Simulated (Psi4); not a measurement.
# The standard entropy of AlN2H5S (SMILES [NH2][Al]([NH2])[SH]) from a frequency calculation

A singlet with charge 0, relaxed at PBE0-D4/def2-TZVP (density fitting) (Psi4 1.11):

```xyz
9

N    -0.2187    1.1947   -1.3431
Al   -0.2125    0.0700    0.0152
N     1.2218   -0.8688    0.4369
S    -2.0614   -0.1333    1.1725
H    -0.9523    1.8605   -1.5193
H     0.4875    1.2549   -2.0570
H     2.1381   -0.7266    0.0458
H     1.2323   -1.6448    1.0766
H    -1.4288   -0.7041    2.2117
```

Harmonic wavenumbers in cm⁻¹: 152, 161, 186, 235, 263, 321, 332, 350, 451, 591, 659, 685, 796, 896, 1562, 1571, 2712, 3619, 3620, 3710, 3710.

Masses in u: N 14.007, Al 26.982, S 32.06, H 1.008. Take T = 298.15 K, p = 1 bar, R = 8.3145 J/(mol K), kT/hc = 207.22 cm⁻¹, rigid rotor and harmonic oscillator.

Work out S° at 298 K.


1. Translation (Sackur–Tetrode): S = R[3/2 ln M + 5/2 ln T − 1.1517] with M = 92.096 gives 165.3 J/(mol K).
2. Rotation: principal moments 85.867, 166.330, 251.662 u Å² give A, B, C = 0.1963, 0.1014, 0.067 cm⁻¹; the symmetry number is σ = 1; q = (√π/σ)√((kT/hc)³/ABC) = 144779; S = R(ln q + 3/2) = 111.3.
3. Vibration: with u = ν̃/207.22, each mode gives R[u/(eᵘ − 1) − ln(1 − e⁻ᵘ)]; the sum is 71.0, most from 152 cm⁻¹ (11.1), 161 cm⁻¹ (10.6), 186 cm⁻¹ (9.5).
4. Spin and the two mirror images of this shape: R ln 2 = 5.8.
5. Sum: 165.3 + 111.3 + 71.0 + 5.8 = 353.4 J/(mol K).

No measured value is set beside it here. Where a soft mode is a torsion, a harmonic oscillator describes it poorly.
